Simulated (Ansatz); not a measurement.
C3H9AlSi can be A, `C=[CH][Al]([CH3])[SiH3]`, or B, `C=C(C)[SiH2][AlH2]`.

Isolated molecules relaxed with PBE0-D4/def2-TZVP in Ansatz; ΔE leaves out vibrations. CCSD(T)/CBS adds triple-zeta CCSD(T) − MP2 to the extrapolated MP2 energy (def2 sets, frozen cores). DFT in def2-TZVPP. B3LYP here is the variant with VWN-RPA as its local correlation; programs differ in this. Each species was taken in one conformer, which may not be the lowest.

Problem. Which is lower in electronic energy at CCSD(T)/CBS, and by how much? (Estimate.)

Solution. Computed: A, by 51.6 kJ/mol.

Problem. Give E(B) − E(A) in kJ/mol with PBE-D4, B3LYP-D4, r2SCAN-D4, CCSD(T)/def2-TZVPP, B2PLYP, CCSD/def2-TZVPP, PBE0-D4. (Best estimate.)

Solution. Ansatz gave: PBE-D4 48.3, B3LYP-D4 49.7, r2SCAN-D4 53.5, CCSD(T)/def2-TZVPP 51.6, B2PLYP 53.8, CCSD/def2-TZVPP 51.6, PBE0-D4 48.0. None reverses the order clearly.

Largest T1 diagnostic: 0.012.

The D4 term adds −5.5 kJ/mol with B3LYP and −2.7 kJ/mol with PBE0; it sums over pairs of atoms, weighted by their polarisabilities, and B3LYP, whose exchange is more repulsive, gets the larger term.
